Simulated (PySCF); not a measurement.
Simulation results for BGe$_{2}$H$_{5}$O

Computed with PySCF 2.14.0. Calculation on a computer-drawn molecule: the log of a Hartree-Fock and frozen-core CCSD(T) single point meant for a local Hartree-Fock minimum, with one planted fault or none, to be diagnosed. Offsets are logged minus clean, where the clean run is the same molecule without the fault. The reference is restricted for singlets and unrestricted otherwise, and also for a bond in bohr or an excited solution. Adding or removing an electron swaps singlet and doublet. The excited solution moves the top pair (singlet) or top alpha electron (doublet) to the lowest empty orbital. Highest occupied and lowest empty are orbital energies over both spins, largest force is the largest gradient component, triples share is (T) over the correlation energy, the T1 limit is 0.02 restricted and 0.045 unrestricted, electrons count all cores, a negative frequency is imaginary (commonest isotopes), and the dipole is about the centre of nuclear charge; on germanium a core potential holds 10 electrons, which the energies leave out, and 3d is frozen in MP2 and coupled-cluster steps.

```xyz
9
formula=BGe2H5O meant_charge=0 meant_multiplicity=1 meant_basis=cc-pVDZ meant_basis_and_core_potential_on_germanium=cc-pVDZ-PP_ECP10MDF logged_electrons=82 logged_basis_functions=99 logged_SCF_converged=yes logged_spin_squared=0 logged_highest_occupied=-8.3396 logged_lowest_empty=1.0231 logged_largest_force=1.459e-05 logged_lowest_frequency=48.859 logged_T1_diagnostic=0.018306 logged_D1_diagnostic=0.061144 logged_triples_share=0.027213 logged_CC_converged=yes logged_dipole_magnitude=1.4645 logged_SCF_stable_within_its_kind=yes logged_energy_HF=-689.17786 logged_energy_CCSD(T)=-689.68693 possible_faults=no_fault,one_electron_removed,one_electron_added,multiplicity_raised_by_two,geometry_at_a_saddle_point,SCF_held_on_an_excited_solution,minimal_basis_STO-3G,one_bond_length_entered_in_bohr,all_coordinates_scaled
O     -0.8584     3.3149     2.2987
Ge     0.3816     3.1627     3.5989
B      1.6731     2.2051     2.2069
Ge     1.6012     0.1602     1.7655
H     -1.6620     3.7355     2.5698
H      2.4702     2.8515     1.5795
H      1.2859    -0.0534     0.2785
H      0.5469    -0.6025     2.5835
H      2.9649    -0.4872     2.0614
```

Units: logged_highest_occupied, logged_lowest_empty in eV; logged_largest_force in hartree/bohr; logged_lowest_frequency in cm⁻¹; logged_dipole_magnitude in debye; logged_energy_HF, logged_energy_CCSD(T) in hartree.

Drawn bonds:
```csv
atom,other atom,order
1,2,1
2,3,1
3,4,1
1,5,1
3,6,1
4,7,1
4,8,1
4,9,1
```

To be estimated
1. Give the missing planted fault for BGe$_{2}$H$_{5}$O.

Answers
1. no fault

Further results for BGe$_{2}$H$_{5}$O:

| Item | Value |
| --- | --- |
| HF energy offset from clean run | 0 kcal/mol |
| CCSD(T) energy offset from clean run | 0 kcal/mol |
